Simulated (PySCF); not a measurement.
A species of formula C6H8F2O has this rotational fingerprint, computed with PySCF, PBE0-D3(BJ)/def2-SVP geometry optimisation, gas phase:

* Rotational constants: A = 2219, B = 1704, C = 1254 MHz
* Dipole components: |μa| = 3.66 D, |μb| = 1.48 D, |μc| = 0.20 D
* Inertial defect: -121.32 u·Å²
* κ: -0.07

Problem. Which candidate fits, each taken in the one conformer that was computed?
A. `[CH2:1]=[C:2](/[CH:3]=[CH:4]/[CH3:5])[O:6][CH:7]([F:8])[F:9]` with C1–C2–C3–C4 179°, C1–C2–O6–C7 -22°, C2–O6–C7–F8 -162°
B. `[O:1]=[C:2]1[CH2:3][CH2:4][CH2:5][CH2:6][C:7]1([F:8])[F:9]` with O1–C2–C3–C4 125°, C2–C3–C4–C5 54°, C3–C4–C5–C6 -56°, C4–C5–C6–C7 56° (2,2-difluorocyclohexanone)

Solution. B. It is O=C1CCCCC1(F)F, an asymmetric top, point group C1. The candidates at the same level (rigid rotor, commonest isotopes):

```json
{"SMILES": "O=C1CCCCC1(F)F", "A (MHz)": "2219", "B (MHz)": "1704", "C (MHz)": "1254", "μa (D)": "3.66", "μb (D)": "1.48", "μc (D)": "0.20", "Δ (u·Å²)": "-121.32", "point group": "C1", "rotor": "asymmetric top"}
{"SMILES": "C=C(/C=C/C)OC(F)F", "A (MHz)": "3004", "B (MHz)": "849.6", "C (MHz)": "689.9", "μa (D)": "1.75", "μb (D)": "0.83", "μc (D)": "1.20", "Δ (u·Å²)": "-30.52", "point group": "C1", "rotor": "asymmetric top"}
```

`C=C(/C=C/C)OC(F)F` has B 50 % too low. No structure here is proved a minimum.
